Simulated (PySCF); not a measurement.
**Si4H11N**

The system: Si4H11N, a small molecule; neutral, singlet. The structure, one conformer, was relaxed in the gas phase by PBE0-D3(BJ)/def2-SVP. No frequency run checks that it is a minimum.

SMILES: [SiH3]N[SiH]([SiH3])[SiH3]

```
atom   x (Å)   y (Å)   z (Å)
 Si1  -0.398  -0.150  -0.870
 Si2  -1.723  -0.981   0.880
 Si3  -0.769   2.164  -1.067
  N4   1.300  -0.494  -0.607
 Si5   2.125  -0.919   0.865
  H6  -0.861  -0.796  -2.144
  H7  -1.504  -2.442   1.112
  H8  -3.148  -0.763   0.479
  H9  -1.473  -0.238   2.153
 H10  -2.182   2.454  -1.469
 H11  -0.496   2.841   0.240
 H12   0.147   2.757  -2.094
 H13   1.904  -0.267  -1.394
 H14   1.096  -1.455   1.806
 H15   3.164  -1.962   0.602
 H16   2.806   0.238   1.529
```

Shieldings: GIAO PBE0/pcSseg-1. Shifts are against computed references at the same level: H TMS (σ 31.27 ppm), Si TMS (σ 352.0 ppm). Core levels by delta-SCF with SCAN, pcX-2 on the ionised atom and pcseg-1 elsewhere, spin-free X2C (2p3/2 is the spin-free 2p value less a third of a first-order spin-orbit splitting); from the vacuum level, for chosen atoms.

Q: Give the NMR and core-level values of the distinct atoms.

A: 
```csv
atoms,bonded to,σ (ppm),δ (ppm),core level (eV)
Si1,1 N + 2 Si + 1 H,389.3,-37.3,2p3/2 106.45
Si2,1 Si + 3 H,456.3,-104.3,2p3/2 106.40
Si3,1 Si + 3 H,457.1,-105.1,2p3/2 106.23
N4,2 Si + 1 H,272.1,-,1s 404.15
Si5,1 N + 3 H,400.9,-48.9,2p3/2 107.05
H6,1 Si,25.90,5.36,-
H7 H8 H9,1 Si,27.54,3.73,-
H10 H11 H12,1 Si,27.78,3.49,-
H13,1 N,32.30,-1.04,-
H14 H15 H16,1 Si,26.60,4.67,-
```

Values are those of this one static structure, with the three H of a rotating XH3 group averaged; atoms that internal rotation interchanges would show their mean in an NMR spectrum.

Q: Which of Si1, Si2, Si3, Si5 holds its core electrons tightest, and by how much against the loosest?

A: Si5 (bonded to 1 N + 3 H), by 0.83 eV over Si3 (bonded to 1 Si + 3 H).

Q: By CAM-B3LYP/def2-SVPD (TDDFT singlets, Tamm-Dancoff triplets, ionisation by delta-SCF), where does absorption start, and what does vertical ionisation take?

A: The lowest singlet lies at 5.50 eV (f 0.005), the strongest of the first 6 at 6.85 eV (f 0.165), the lowest triplet at 5.07 eV; vertical ionisation takes 8.92 eV.

The 3 runs behind this took 98 s in all, one thread each of AMD EPYC 9R45 96-Core on a shared host, launched as `OMP_NUM_THREADS=1 python cluster_run.py task.json out`.
